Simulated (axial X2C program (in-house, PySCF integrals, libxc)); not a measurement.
Outer orbitals of CuTe at 2.365 Å, PBE0

All values were computed with an axial X2C code built on PySCF integrals. Spin-free means the one-electron spin-free X2C Hamiltonian; two-component (2c) means X2C with spin–orbit coupling and atomic mean-field two-electron Coulomb and Gaunt terms, so the difference of the two also holds small scalar two-electron terms. Basis: Te dyall-cv3z [11s12p8d4f1g], Cu dyall-cv3z [9s9p6d3f2g] (cores contracted in-house); Gaussian nuclei, density fitting, unrestricted open shells. Masses: Te 129.906 u, Cu 62.930 u.

The distance is close to the 2c PBE0 minimum; the highest filled and lowest empty levels are listed.

Spin-free orbitals, state M_S = 1/2, Λ = 1 (beyond evenly filled blocks: π+α, π+β, π-α) (Löwdin shares):

```
symmetry  occupied  ε (eV)              atomic character
      σα       yes  -16.60    80% Te s, 9% Cu p, 6% Cu s
      σβ       yes  -15.72    78% Te s, 9% Cu p, 7% Cu s
      σα       yes   -8.94   72% Cu d, 22% Te p, 3% Te s
      σβ       yes   -8.81   76% Cu d, 18% Te p, 3% Te s
     π+α       yes   -8.78             91% Cu d, 8% Te p
     π-α       yes   -8.78             91% Cu d, 8% Te p
     π+β       yes   -8.63             94% Cu d, 5% Te p
     π-β       yes   -8.36             95% Cu d, 4% Te p
     δ-α       yes   -8.35                     100% Cu d
     δ+α       yes   -8.35                     100% Cu d
     δ+β       yes   -8.31                     100% Cu d
     δ-β       yes   -8.29                     100% Cu d
      σα       yes   -7.26  47% Te p, 27% Cu s, 23% Cu d
      σβ       yes   -7.09  48% Te p, 30% Cu s, 18% Cu d
     π+α       yes   -6.46   84% Te p, 10% Cu d, 6% Cu p
     π-α       yes   -6.46   84% Te p, 10% Cu d, 6% Cu p
     π+β       yes   -5.70    85% Te p, 8% Cu p, 7% Cu d
     π-β        no   -3.81   83% Te p, 11% Cu p, 6% Cu d
      σα        no   -2.61  47% Cu s, 34% Cu p, 13% Te p
      σβ        no   -2.54  44% Cu s, 35% Cu p, 15% Te p
     π-α        no   -0.05    88% Cu p, 5% Te p, 5% Te d
     π+α        no   -0.05    88% Cu p, 5% Te p, 5% Te d
```

Spinors with spin–orbit coupling (state Ω = 3/2):

```
   ω  occupied  ε (eV)              atomic character     λ mixture
 1/2       yes  -16.56    79% Te s, 9% Cu p, 6% Cu s        100% σ
-1/2       yes  -15.71    78% Te s, 9% Cu p, 7% Cu s        100% σ
 1/2       yes   -8.92   72% Cu d, 22% Te p, 3% Te s   97% σ, 3% π
-1/2       yes   -8.84             89% Cu d, 9% Te p  61% π, 39% σ
-1/2       yes   -8.77   73% Cu d, 22% Te p, 2% Te s  60% σ, 40% π
 3/2       yes   -8.69             93% Cu d, 6% Te p   92% π, 8% δ
 1/2       yes   -8.66             90% Cu d, 8% Te p   97% π, 3% σ
-3/2       yes   -8.46                      99% Cu d  75% δ, 25% π
 3/2       yes   -8.33                      99% Cu d   92% δ, 8% π
-3/2       yes   -8.21             96% Cu d, 3% Te p  75% π, 25% δ
 5/2       yes   -8.19                     100% Cu d        100% δ
-5/2       yes   -8.14                     100% Cu d        100% δ
 1/2       yes   -7.26  46% Te p, 27% Cu d, 25% Cu s   96% σ, 4% π
-1/2       yes   -7.15  50% Te p, 24% Cu d, 23% Cu s  83% σ, 17% π
-1/2       yes   -6.57    78% Te p, 9% Cu d, 7% Cu s  82% π, 18% σ
 3/2       yes   -6.20    84% Te p, 9% Cu d, 7% Cu p        100% π
 1/2       yes   -5.89    83% Te p, 7% Cu d, 7% Cu p   96% π, 4% σ
-3/2        no   -3.58   83% Te p, 12% Cu p, 6% Cu d        100% π
 1/2        no   -2.57  47% Cu s, 34% Cu p, 14% Te p   99% σ, 1% π
-1/2        no   -2.50  44% Cu s, 35% Cu p, 15% Te p        100% σ
-1/2        no   -0.07    89% Cu p, 5% Te p, 5% Te d        100% π
```

(1) How does the gap between the highest filled and lowest empty level change from the spin-free to the 2c table?

Mulliken charges and populations of the two-component result (they depend on the basis, above all on diffuse functions):

Te -0.26 e (s 9.96 p 22.26 d 20.03 f 0.01), Cu 0.26 e (s 6.70 p 12.16 d 9.87). ⟨Lz⟩ = 1.00 ħ and ⟨Sz⟩ = 0.50 ħ (0.50 and 0.01 on the two atoms), which add up to Ω.

The state is one determinant whose occupation by symmetry is held fixed; it was picked as the lowest of a PBE0 search that is not exhaustive. Density functionals use the spin component along the axis (collinear). Without a current term, density functionals place determinants with orbital angular momentum somewhat too high.

## Answers

(1) From 1.89 to 2.31 eV at PBE0, a change of 0.42 eV.
